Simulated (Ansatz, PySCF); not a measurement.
HCl (SMILES Cl) and CHN (SMILES C#N) are pulled apart as rigid monomers along the line of their centres of mass, from the B3LYP-D3(BJ)/def2-TZVP minimum. Starting geometry (charge 0, multiplicity 1):
```csv
atom,x (Å),y (Å),z (Å)
Cl,-0.3407,-1.5326,-0.6312
H,-0.2715,-0.8022,0.4350
C,-0.1028,0.9955,3.0502
N,-0.1631,0.3470,2.1099
H,-0.0464,1.6001,3.9279
```

Interaction energies with rigid monomers; basis-set methods are counterpoise corrected unless marked otherwise.

Frozen-core correlation. Rows in STO-3G carry no dispersion term and start afresh at each structure.

Run with Ansatz (a first-principles code); PySCF for STO-3G rows, the dispersion terms. Values without a source in brackets are computed.

```
H2···N4 (Å)  HF/STO-3G (no counterpoise) (kcal/mol)  B3LYP/def2-TZVPPD (kcal/mol)  PBE0-D4/def2-TZVPPD (kcal/mol)  MP2/aug-cc-pV(D+d)Z (kcal/mol)  CCSD(T)/aug-cc-pV(D+d)Z (kcal/mol)
-----------  --------------------------------------  ----------------------------  ------------------------------  ------------------------------  ----------------------------------
1.83                                          -5.26                         -3.29                           -4.73                           -3.97                                   ?
2.03                                          -5.32                         -3.99                           -5.10                               ?                               -4.07
2.34                                          -4.21                         -3.62                           -4.42                           -4.41                               -4.00
2.85                                          -2.49                         -2.38                           -2.90                           -2.98                               -2.78
3.66                                          -1.25                         -1.20                           -1.44                           -1.50                               -1.41
```

Fill in the missing entries.


- 2.03, MP2/aug-cc-pV(D+d)Z (kcal/mol): -4.78
- 1.83, CCSD(T)/aug-cc-pV(D+d)Z (kcal/mol): -2.92
